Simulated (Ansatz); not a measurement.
Au(PH3)Cl (PH₃AuCl), 6 atoms. Hardware: 4 threads of Arm Neoverse V2 on a shared host.

In the def2 sets Au takes a core potential; there is no spin–orbit coupling. Correlated methods freeze 10 core orbitals; core or outer-core shells of Au are correlated, in sets that lack core-valence functions.

Task: How many basis functions does each of these Ansatz runs have, and roughly what does it cost? PBE-D4/def2-TZVP, charge 0 singlet, energy and forces, from earlier orbitals; PBE0-D4/def2-TZVPD, charge -1 doublet at the geometry of the charge 0 singlet, energy, from earlier orbitals; RPA@PBE/def2-TZVP, charge 0 singlet, energy, from earlier orbitals; PBE0-D4/def2-TZVP, charge 1 doublet at the geometry of the charge 0 singlet, energy, from earlier orbitals; MP2/def2-TZVP, charge 0 singlet, energy, from earlier orbitals; HF/def2-TZVP, charge 0 singlet, energy, from earlier orbitals; PBE0-D4/def2-SVP, charge -1 doublet at the geometry of the charge 0 singlet, energy with a search over starts; PBE-D4/def2-TZVPD, charge 0 singlet, energy, from earlier orbitals; BHLYP-D4/def2-TZVP, charge 0 singlet, energy, from earlier orbitals; r2SCAN-D4/def2-TZVP, charge 0 singlet, energy, from earlier orbitals; PBE0-D4/def2-TZVP, charge 0 triplet at the geometry of the charge 0 singlet, energy; PBE-D4/def2-TZVP, charge 0 triplet at the geometry of the charge 0 singlet, energy, from earlier orbitals.

Result: Other jobs shared the machine, so times can vary by a factor of up to 3. A dash marks memory too small to be measured apart from the calling script's.

```json
{"run": "HF/def2-TZVP, charge 0 singlet, energy, from earlier orbitals", "functions": "132", "fitting or Cholesky vectors": "1336", "wall time": "0.75 s", "peak host memory (GiB)": "–"}
{"run": "MP2/def2-TZVP, charge 0 singlet, energy, from earlier orbitals", "functions": "132", "fitting or Cholesky vectors": "948", "wall time": "0.91 s", "peak host memory (GiB)": "–"}
{"run": "PBE-D4/def2-TZVP, charge 0 singlet, energy and forces, from earlier orbitals", "functions": "132", "fitting or Cholesky vectors": "1016", "wall time": "1.3 s", "peak host memory (GiB)": "–"}
{"run": "PBE-D4/def2-TZVPD, charge 0 singlet, energy, from earlier orbitals", "functions": "159", "fitting or Cholesky vectors": "1076", "wall time": "1.4 s", "peak host memory (GiB)": "–"}
{"run": "BHLYP-D4/def2-TZVP, charge 0 singlet, energy, from earlier orbitals", "functions": "132", "fitting or Cholesky vectors": "1218", "wall time": "1.4 s", "peak host memory (GiB)": "–"}
{"run": "RPA@PBE/def2-TZVP, charge 0 singlet, energy, from earlier orbitals", "functions": "132", "fitting or Cholesky vectors": "948", "wall time": "1.9 s", "peak host memory (GiB)": "–"}
{"run": "r2SCAN-D4/def2-TZVP, charge 0 singlet, energy, from earlier orbitals", "functions": "132", "fitting or Cholesky vectors": "1016", "wall time": "2.3 s", "peak host memory (GiB)": "–"}
{"run": "PBE0-D4/def2-TZVP, charge 1 doublet at the geometry of the charge 0 singlet, energy, from earlier orbitals", "functions": "132", "fitting or Cholesky vectors": "1093", "wall time": "5.5 s", "peak host memory (GiB)": "0.58"}
{"run": "PBE-D4/def2-TZVP, charge 0 triplet at the geometry of the charge 0 singlet, energy, from earlier orbitals", "functions": "132", "fitting or Cholesky vectors": "1016", "wall time": "6 s", "peak host memory (GiB)": "–"}
{"run": "PBE0-D4/def2-TZVPD, charge -1 doublet at the geometry of the charge 0 singlet, energy, from earlier orbitals", "functions": "159", "fitting or Cholesky vectors": "1164", "wall time": "7.5 s", "peak host memory (GiB)": "0.72"}
{"run": "PBE0-D4/def2-TZVP, charge 0 triplet at the geometry of the charge 0 singlet, energy", "functions": "132", "fitting or Cholesky vectors": "1093", "wall time": "8.5 s", "peak host memory (GiB)": "0.6"}
{"run": "PBE0-D4/def2-SVP, charge -1 doublet at the geometry of the charge 0 singlet, energy with a search over starts", "functions": "83", "fitting or Cholesky vectors": "801", "wall time": "15 s", "peak host memory (GiB)": "–"}
```
